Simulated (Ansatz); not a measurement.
Relaxation of the cluster K3I2 with UKS B3LYP-D4/def2-SVP.

```sh
$ ansatz run in.yaml --threads 4 --pin off --events-out ev --progress --plain --max-ram 4787MiB
```

```yaml
crystal:
  periodic: [false, false, false]
  atoms:
    - {symbol: K, position_ang: [2.027240, -1.666470, 1.371070]}
    - {symbol: K, position_ang: [-1.315310, -1.095040, -0.668630]}
    - {symbol: K, position_ang: [0.121180, 1.593450, 1.317130]}
    - {symbol: I, position_ang: [-2.712590, 1.864870, -0.283380]}
    - {symbol: I, position_ang: [1.879470, -0.696810, -1.736200]}
basis:
  gaussian: {orbitals: def2-SVP}
magnetization: {spin_polarized: true, initial_magnetization: 1}
hamiltonian: {xc: {name: B3LYP}, dispersion: d4}
scf: {lower_state_search: "off"}
output: {orbitals: {seedname: orbitals}}
relax: {f_tol: 0.02, max_steps: 100}
```

It took 77 s on 4 threads of Arm Neoverse V2 on a shared host.

Positions (Å) and forces (eV/Å) at steps 1, 2, 3, 4, 5, 6, 7, 10, 13, 15 of 15:

```xyz
5
step=1 energy=-65181.7338 eV
K     2.027   -1.666    1.371    0.362   -0.327    0.206
K    -1.315   -1.095   -0.669   -0.271   -0.133   -0.382
K     0.121    1.593    1.317    0.065    0.428   -0.013
I    -2.713    1.865   -0.283   -0.002   -0.060    0.053
I     1.879   -0.697   -1.736   -0.153    0.092    0.136
5
step=2 energy=-65181.9019 eV
K     2.096   -1.753    1.427    0.240   -0.244    0.182
K    -1.387   -1.119   -0.764   -0.215   -0.104   -0.270
K     0.192    1.651    1.217    0.091    0.282   -0.067
I    -2.728    1.838   -0.250   -0.007   -0.047    0.050
I     1.826   -0.618   -1.631   -0.110    0.114    0.105
5
step=3 energy=-65182.0813 eV
K     2.197   -1.871    1.530    0.107   -0.111    0.056
K    -1.511   -1.163   -0.910   -0.080   -0.025   -0.159
K     0.296    1.736    1.086    0.063    0.121   -0.117
I    -2.743    1.800   -0.199    0.017   -0.051    0.056
I     1.761   -0.502   -1.507   -0.107    0.066    0.164
5
step=4 energy=-65182.1709 eV
K     2.261   -1.950    1.587    0.063   -0.084    0.085
K    -1.581   -1.175   -1.056   -0.077   -0.026   -0.091
K     0.379    1.811    0.942    0.027    0.116   -0.016
I    -2.734    1.741   -0.125   -0.025   -0.019    0.040
I     1.676   -0.427   -1.348    0.013    0.013   -0.018
5
step=5 energy=-65182.2089 eV
K     2.324   -2.029    1.681    0.019   -0.012    0.027
K    -1.654   -1.151   -1.234    0.033    0.059   -0.019
K     0.432    1.949    0.828   -0.044    0.017   -0.023
I    -2.790    1.682    0.003    0.067   -0.047    0.014
I     1.689   -0.451   -1.278   -0.074   -0.017    0.001
5
step=6 energy=-65182.2218 eV
K     2.468   -1.997    1.751    0.014    0.012    0.040
K    -1.676   -1.049   -1.405   -0.094    0.005   -0.023
K     0.414    1.966    0.827    0.020   -0.036   -0.006
I    -2.796    1.665    0.055    0.021   -0.019   -0.002
I     1.590   -0.586   -1.229    0.039    0.038   -0.009
5
step=7 energy=-65182.2336 eV
K     2.531   -1.897    1.832    0.010    0.021    0.010
K    -1.759   -0.997   -1.573   -0.022    0.030    0.005
K     0.453    1.927    0.847    0.027   -0.047   -0.002
I    -2.756    1.626    0.115   -0.021   -0.010   -0.016
I     1.532   -0.659   -1.220    0.006    0.007    0.003
5
step=10 energy=-65182.2472 eV
K     2.824   -1.709    1.914   -0.006    0.007   -0.035
K    -1.868   -0.823   -1.783   -0.007   -0.005   -0.008
K     0.426    1.706    0.972   -0.015   -0.007   -0.006
I    -2.782    1.696    0.062    0.006    0.013    0.005
I     1.399   -0.870   -1.165    0.022   -0.007    0.044
5
step=13 energy=-65182.2506 eV
K     3.061   -1.648    1.878   -0.010    0.007   -0.013
K    -1.915   -0.748   -1.871    0.008    0.000    0.001
K     0.342    1.590    1.073   -0.004    0.002    0.003
I    -2.795    1.800   -0.040    0.007   -0.002    0.002
I     1.307   -0.994   -1.040   -0.002   -0.007    0.007
5
step=15 energy=-65182.2509 eV
K     3.112   -1.616    1.862   -0.004    0.004   -0.002
K    -1.917   -0.722   -1.901    0.001   -0.001    0.000
K     0.321    1.562    1.101    0.006   -0.002    0.004
I    -2.790    1.819   -0.056   -0.001   -0.001   -0.002
I     1.275   -1.043   -1.005   -0.002    0.001    0.000
```

In the def2 sets I takes a core potential; there is no spin–orbit coupling. The relaxation made no stability test and no search for a lower SCF solution. Another isomer (doublet) lies 0.10 eV lower at PBE-D4/def2-SVP; other spin states weren't run for this one.
